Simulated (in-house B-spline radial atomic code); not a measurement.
Orbital energies and mean radii along the 7-electron series, configuration 1s2 2s2 2p1/2(2) 2p3/2(1). The effective charge is n√(-2ε), a non-relativistic measure. Computed with a B-spline radial code for spherical atoms: Dirac-Hartree-Fock, jj configuration that fills j = l - 1/2 first, finite nuclei.

| ion | Z | energy of 1s1/2 (Eh) | mean radius of 1s1/2 (bohr) | energy of 2p1/2 (Eh) | mean radius of 2p1/2 (bohr) | energy of 2p3/2 (Eh) | mean radius of 2p3/2 (bohr) | effective charge of 1s1/2 |
| --- | --- | --- | --- | --- | --- | --- | --- | --- |
| Pr52+ | 59 | -1722.54 | 0.024017 | -393.3 | 0.082492 | -374.28 | 0.088185 | 58.695 |
| Nd53+ | 60 | -1786.38 | 0.023555 | -408.78 | 0.080786 | -388.27 | 0.086584 | 59.773 |
| Pm54+ | 61 | -1851.57 | 0.023107 | -424.61 | 0.079134 | -402.52 | 0.085038 | 60.853 |
| Sm55+ | 62 | -1918.12 | 0.022672 | -440.8 | 0.077533 | -417.03 | 0.083543 | 61.937 |
| Eu56+ | 63 | ? | ? | ? | ? | ? | ? | ? |
| Gd57+ | 64 | ? | ? | ? | ? | ? | ? | ? |
| Tb58+ | 65 | -2126.19 | 0.021442 | -491.58 | 0.073012 | -462.15 | 0.079343 | 65.21 |
| Dy59+ | 66 | ? | ? | ? | ? | ? | ? | ? |
| Ho60+ | 67 | -2272.04 | 0.020678 | -527.32 | 0.07021 | -493.57 | 0.076759 | 67.41 |
| Er61+ | 68 | -2347.17 | 0.020312 | -545.78 | 0.068867 | -509.68 | 0.075525 | 68.515 |
| Tm62+ | 69 | -2423.81 | 0.019954 | -564.63 | 0.067559 | -526.05 | 0.074328 | 69.625 |

Problem. Fill in the row of Eu56+.

Solution. energy of 1s1/2 (Eh): -1986.07; mean radius of 1s1/2 (bohr): 0.02225; energy of 2p1/2 (Eh): -457.35; mean radius of 2p1/2 (bohr): 0.075981; energy of 2p3/2 (Eh): -431.81; mean radius of 2p3/2 (bohr): 0.082097; effective charge of 1s1/2: 63.025.

Problem. Fill in the row of Gd57+.

Solution. energy of 1s1/2 (Eh): -2055.41; mean radius of 1s1/2 (bohr): 0.021841; energy of 2p1/2 (Eh): -474.28; mean radius of 2p1/2 (bohr): 0.074474; energy of 2p3/2 (Eh): -446.85; mean radius of 2p3/2 (bohr): 0.080698; effective charge of 1s1/2: 64.116.

Problem. Fill in the row of Dy59+.

Solution. energy of 1s1/2 (Eh): -2198.38; mean radius of 1s1/2 (bohr): 0.021055; energy of 2p1/2 (Eh): -509.25; mean radius of 2p1/2 (bohr): 0.071591; energy of 2p3/2 (Eh): -477.73; mean radius of 2p3/2 (bohr): 0.078031; effective charge of 1s1/2: 66.308.

Problem. How does the screening of 1s1/2 change?

Solution. Z less the effective charge goes from 0.31 at Z = 59 to -0.62 at Z = 69.
